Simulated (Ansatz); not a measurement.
Species: CCl, charge 0, doublet. CCl (SMILES [C]Cl, doublet).
B3LYP-D3(BJ)/def2-TZVP minimum from Ansatz (a program for electronic structure):
```
C
Cl 1 1.6564
```
Charge 0, spin multiplicity 2.

Total energies in cc-pV(T+d)Z, 11 correlated electrons, 6 frozen orbitals. Open shells are spin-unrestricted; no spin-orbit coupling. Cores are frozen in correlated methods. No relativity.

```tsv
method	program	energy (Eh)	minus CCSDT(Q) (mEh)
HF	Ansatz	-497.26057	342.03
MP2	Ansatz	-497.55288	49.71
CCSD	Ansatz	-497.58428	18.32
CCSD(T)	Ansatz	-497.60037	2.22
CCSDT(Q)	Ansatz	-497.60260	0.00
```

Rough core times of Ansatz's runs on a shared machine: CCSD(T) under 20 s, CCSDT(Q) 4 min.
